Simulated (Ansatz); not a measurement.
Frontier orbitals of C$_{4}$H$_{9}$GeN (`[CH3][Ge]([CH3])([CH3])[C]#N`).

```json
{"atom": "C1", "x (Å)": "1.7042", "y (Å)": "0.7794", "z (Å)": "-0.3558"}
{"atom": "Ge2", "x (Å)": "-0.0982", "y (Å)": "0.1032", "z (Å)": "-0.0731"}
{"atom": "C3", "x (Å)": "-0.3931", "y (Å)": "-1.6199", "z (Å)": "-0.9274"}
{"atom": "C4", "x (Å)": "-0.6117", "y (Å)": "0.1050", "z (Å)": "1.8037"}
{"atom": "C5", "x (Å)": "-1.2921", "y (Å)": "1.3585", "z (Å)": "-0.9615"}
{"atom": "N6", "x (Å)": "-1.9986", "y (Å)": "2.1016", "z (Å)": "-1.4874"}
{"atom": "H7", "x (Å)": "2.4281", "y (Å)": "0.1158", "z (Å)": "0.1205"}
{"atom": "H8", "x (Å)": "1.8078", "y (Å)": "1.7765", "z (Å)": "0.0735"}
{"atom": "H9", "x (Å)": "1.9271", "y (Å)": "0.8332", "z (Å)": "-1.4219"}
{"atom": "H10", "x (Å)": "-1.4320", "y (Å)": "-1.9297", "z (Å)": "-0.8098"}
{"atom": "H11", "x (Å)": "0.2513", "y (Å)": "-2.3743", "z (Å)": "-0.4723"}
{"atom": "H12", "x (Å)": "-0.1646", "y (Å)": "-1.5604", "z (Å)": "-1.9920"}
{"atom": "H13", "x (Å)": "-1.6506", "y (Å)": "-0.2077", "z (Å)": "1.9139"}
{"atom": "H14", "x (Å)": "0.0232", "y (Å)": "-0.5851", "z (Å)": "2.3624"}
{"atom": "H15", "x (Å)": "-0.5008", "y (Å)": "1.1038", "z (Å)": "2.2272"}
```

Total charge 0; spin multiplicity 1. Correlated methods include outer-core shells of Ge, which these sets cover unevenly. Scalar relativity is left out up to krypton. The geometry is a stationary point of PBE0-D4/def2-TZVP. Basis def2-TZVPP, Ansatz.

A caution on the coupled-cluster cation, which keeps the state that its UHF reference found: it lies well above the hybrids' cation and may not be the lowest state.

```json
{"functional": "HF", "HOMO (eV)": "-11.76", "LUMO (eV)": "2.96"}
```

Task: Give HOMO and LUMO (eV) with LDA (SPW92), PBE, revPBE, BLYP, r2SCAN, B97M-V, PBE0, B3LYP, r2SCANh, r2SCAN0, HSE06 (plane-wave form), BHLYP, CAM-B3LYP, LC-ωPBE, ωB97X-V, ωB97M-V. (Estimate.)

Result: The calculation gave: 
| functional | HOMO | LUMO |
| --- | --- | --- |
| LDA (SPW92) | -7.71 | -0.91 |
| PBE | -7.54 | -0.66 |
| revPBE | -7.48 | -0.56 |
| BLYP | -7.40 | -0.55 |
| r2SCAN | -7.81 | -0.43 |
| B97M-V | -7.85 | -0.40 |
| PBE0 | -8.81 | 0.33 |
| B3LYP | -8.57 | 0.08 |
| r2SCANh | -8.28 | -0.06 |
| r2SCAN0 | -8.99 | 0.48 |
| HSE06 (plane-wave form) | -8.41 | -0.05 |
| BHLYP | -9.96 | 1.10 |
| CAM-B3LYP | -10.16 | 1.28 |
| LC-ωPBE | -11.54 | 2.59 |
| ωB97X-V | -11.16 | 2.34 |
| ωB97M-V | -11.02 | 1.91 |

B3LYP here is the variant with VWN-RPA as its local correlation; programs differ in this. LC-ωPBE has ω = 0.4 bohr⁻¹. Positive LUMOs are unbound and depend on the basis.
